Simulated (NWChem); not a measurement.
System meant: C3H8BF; SMILES CC(C)BF

Here is an NWChem input.

```
start job
memory heap 200 mb stack 900 mb global 1100 mb
geometry units angstroms noautoz
  B     -0.735502     0.902633    -0.000681
  F     -0.025016     1.990969    -0.266292
  H     -1.941978     1.042516     0.026173
  C     -0.024333    -0.454935     0.322410
  C      1.450147    -0.511371    -0.068868
  C     -0.819605    -1.668211    -0.163996
  H     -0.086929    -0.453669     1.435896
  H      1.934622    -1.424654     0.312498
  H      1.568007    -0.513289    -1.164869
  H      2.009808     0.353705     0.316741
  H     -1.873144    -1.621761     0.152222
  H     -0.394884    -2.609217     0.221150
  H     -0.809327    -1.734980    -1.264435
end
basis spherical
  * library def2-svp
end
dft
  xc xpbe96 cpbe96
  iterations 4
  mulliken
end
task dft energy
```

End of the output:

```
    Atom       Charge   Shell Charges
 -----------   ------   -------------------------------------------------------
    1 B    5     5.04   1.96  0.55  0.27  1.36  0.58  0.32
    2 F    9     8.92   1.98  0.98  0.70  3.20  2.06  0.01
    3 H    1     1.05   0.65  0.37  0.03
    4 C    6     6.11   1.96  0.59  0.30  1.95  1.23  0.08
    5 C    6     6.05   1.96  0.58  0.30  1.89  1.25  0.07
    6 C    6     6.05   1.96  0.58  0.30  1.89  1.25  0.07
    7 H    1     0.94   0.62  0.25  0.07
    8 H    1     0.98   0.64  0.27  0.07
    9 H    1     0.97   0.64  0.27  0.06
   10 H    1     0.97   0.64  0.27  0.07
   11 H    1     0.97   0.64  0.27  0.07
   12 H    1     0.98   0.64  0.27  0.06
   13 H    1     0.97   0.64  0.27  0.06

 center of mass
 --------------
 x =  -0.02971448 y =   0.24927155 z =  -0.00180545

 moments of inertia (a.u.)
 ------------------
         523.324766267427          -0.000000000000          -0.000000000000
          -0.000000000000         233.901379655716          -0.000000000000
          -0.000000000000          -0.000000000000         701.841424364181

     Multipole analysis of the density
     ---------------------------------

     L   x y z        total         alpha         beta         nuclear
     -   - - -        -----         -----         ----         -------
     0   0 0 0     -0.000000    -20.000000    -20.000000     40.000000

     1   1 0 0      0.027743      0.013872      0.013872      0.000000
     1   0 1 0     -0.405790     -0.202895     -0.202895      0.000000
     1   0 0 1      0.113316      0.056658      0.056658      0.000000

     2   2 0 0    -24.548548    -79.587918    -79.587918    134.627288
     2   1 1 0      0.079117     -1.087383     -1.087383      2.253883
     2   1 0 1      0.090514      0.106955      0.106955     -0.123397
     2   0 2 0    -25.693531   -147.696586   -147.696586    269.699640
     2   0 1 1      0.132915     -1.150349     -1.150349      2.433613
     2   0 0 2    -22.744076    -23.064048    -23.064048     23.384019

 ------------------------------------------------------------------------
 dft energy failed                                                                                  0
 ------------------------------------------------------------------------
 ------------------------------------------------------------------------
  current input line :
    26: task dft energy
 ------------------------------------------------------------------------
 ------------------------------------------------------------------------
 This type of error is most commonly associated with calculations not reaching convergence criteria
 ------------------------------------------------------------------------
 For more information see the NWChem manual at https://nwchemgit.github.io

0:dft energy failed:Received an Error in Communication
```

Q: Find the fault in this run and fix the input.

A: The run did not converge; its last values are not results. Cause: the SCF was allowed too few iterations. This input runs:
```
start job
memory heap 200 mb stack 900 mb global 1100 mb
geometry units angstroms noautoz
  B     -0.735502     0.902633    -0.000681
  F     -0.025016     1.990969    -0.266292
  H     -1.941978     1.042516     0.026173
  C     -0.024333    -0.454935     0.322410
  C      1.450147    -0.511371    -0.068868
  C     -0.819605    -1.668211    -0.163996
  H     -0.086929    -0.453669     1.435896
  H      1.934622    -1.424654     0.312498
  H      1.568007    -0.513289    -1.164869
  H      2.009808     0.353705     0.316741
  H     -1.873144    -1.621761     0.152222
  H     -0.394884    -2.609217     0.221150
  H     -0.809327    -1.734980    -1.264435
end
basis spherical
  * library def2-svp
end
dft
  xc xpbe96 cpbe96
  iterations 150
  mulliken
end
task dft energy
```
It converges to -243.38280 Ha (PBE/def2-SVP).
